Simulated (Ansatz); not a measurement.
The inner images of a band of CH4Zn + H2S (9 atoms, charge 0, multiplicity 1) are given out of order.

The calculation used RKS B3LYP-D4/def2-SVP in Ansatz 0.2.0.

First end point:

```xyz
9
Properties=species:S:1:pos:R:3
Zn 0.586 -0.928 0.577
H 1.145 -1.192 2.007
C 0.105 -0.838 -1.326
H -0.110 1.871 2.193
S -1.067 1.381 1.371
H -0.985 -0.940 -1.465
H 0.401 0.129 -1.769
H 0.590 -1.632 -1.918
H -0.665 2.148 0.331
```

Last end point:

```xyz
9
Properties=species:S:1:pos:R:3
Zn -0.637 0.355 -0.325
H 1.258 -0.310 2.860
C 0.004 -0.937 -1.634
H 0.677 0.102 2.583
S -1.397 1.799 1.163
H -0.707 -1.773 -1.732
H 0.121 -0.469 -2.625
H 0.979 -1.351 -1.329
H -0.299 2.584 1.039
```

Question: Put them in order from the first end to the last, with their energies above the first end.
A.
```xyz
9
Properties=species:S:1:pos:R:3
Zn 0.132 -0.209 0.326
H 0.824 -0.174 1.927
C 0.107 -0.988 -1.465
H 0.062 0.610 2.014
S -1.163 1.625 1.519
H -0.885 -1.424 -1.666
H 0.296 -0.206 -2.218
H 0.867 -1.776 -1.573
H -0.241 2.542 1.136
```
B.
```xyz
9
Properties=species:S:1:pos:R:3
Zn 0.542 -0.557 0.381
H 1.100 -0.434 1.839
C 0.109 -1.002 -1.472
H -0.391 1.018 2.257
S -1.211 1.699 1.418
H -0.942 -1.316 -1.582
H 0.280 -0.157 -2.159
H 0.746 -1.838 -1.806
H -0.233 2.587 1.124
```
C.
```xyz
9
Properties=species:S:1:pos:R:3
Zn -0.234 0.117 0.110
H 0.977 -0.195 2.109
C 0.109 -0.987 -1.461
H 0.393 0.319 2.169
S -1.328 1.708 1.298
H -0.853 -1.483 -1.679
H 0.312 -0.286 -2.288
H 0.900 -1.749 -1.442
H -0.275 2.556 1.185
```
D.
```xyz
9
Properties=species:S:1:pos:R:3
Zn 0.630 -0.781 0.478
H 1.235 -0.854 1.912
C 0.093 -0.932 -1.403
H -0.474 1.525 2.431
S -1.130 1.508 1.249
H -0.990 -1.123 -1.489
H 0.306 -0.004 -1.961
H 0.618 -1.754 -1.918
H -0.288 2.415 0.701
```
E.
```xyz
9
Properties=species:S:1:pos:R:3
Zn -0.578 0.325 -0.175
H 1.228 -0.293 2.334
C 0.043 -0.954 -1.506
H 0.608 0.151 2.298
S -1.439 1.812 1.219
H -0.792 -1.615 -1.790
H 0.376 -0.419 -2.410
H 0.874 -1.582 -1.149
H -0.319 2.575 1.179
```

Answer: D (+0.01 eV), B (+0.08 eV), A (+0.72 eV), C (-0.24 eV), E (-0.59 eV).

The run took 43 s on 2 threads of AMD EPYC 9R45 96-Core Processor (Zen 5) (shared host), peak memory 0.21 GiB.
